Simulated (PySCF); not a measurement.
r2SCAN on Sc (scandium, neutral), [Ar] 3d1 4s2, 2D determinant. Calculation: PySCF 2.14, in x2c-TZVPPall with one added diffuse shell each of s, p, d, f type (7s6p5d3f1g, 80 functions); scalar relativity by spin-free X2C-1e.

```
cycle= 1 E= -764.12608895234  delta_E= -0.00802  |g|= 0.0169  |ddm|= 0.264
cycle= 2 E= -764.128262873548  delta_E= -0.00217  |g|= 0.0151  |ddm|= 0.134
cycle= 3 E= -764.12972898507  delta_E= -0.00147  |g|= 0.0144  |ddm|=  0.1
cycle= 4 E= -764.130771721556  delta_E= -0.00104  |g|= 0.00646  |ddm|= 0.0956
cycle= 5 E= -764.131054917401  delta_E= -0.000283  |g|= 0.00502  |ddm|= 0.119
cycle= 6 E= -764.13108966772  delta_E= -3.48e-05  |g|= 0.00407  |ddm|= 0.0601
cycle= 7 E= -764.131137603545  delta_E= -4.79e-05  |g|= 0.000232  |ddm|= 0.03
cycle= 8 E= -764.131137717048  delta_E= -1.14e-07  |g|= 0.000202  |ddm|= 0.0017
cycle= 9 E= -764.131137829237  delta_E= -1.12e-07  |g|= 2.62e-05  |ddm|= 0.00112
cycle= 10 E= -764.131137832489  delta_E= -3.25e-09  |g|= 8.74e-06  |ddm|= 0.000226
cycle= 11 E= -764.13113783255  delta_E= -6.17e-11  |g|= 8.81e-07  |ddm|= 3.58e-05
converged SCF energy = -764.13113783255  <S^2> = 1.2079326  2S+1 = 2.4148976
```

Highest occupied orbital energy: -3.655 eV; ⟨L²⟩ = 7.61; populations by l: s 7.73, p 12.00, d 1.27, f 0.00.

Task: Can this result be used?

Result: Not for this state. Self-consistency was reached. ⟨L²⟩ = 7.61 against 6 for a pure D term, so this real determinant mixes terms. ⟨S²⟩ = 1.21 against 0.75 shows spin contamination. The s, p, d and f populations moved away from the nominal configuration during the SCF.
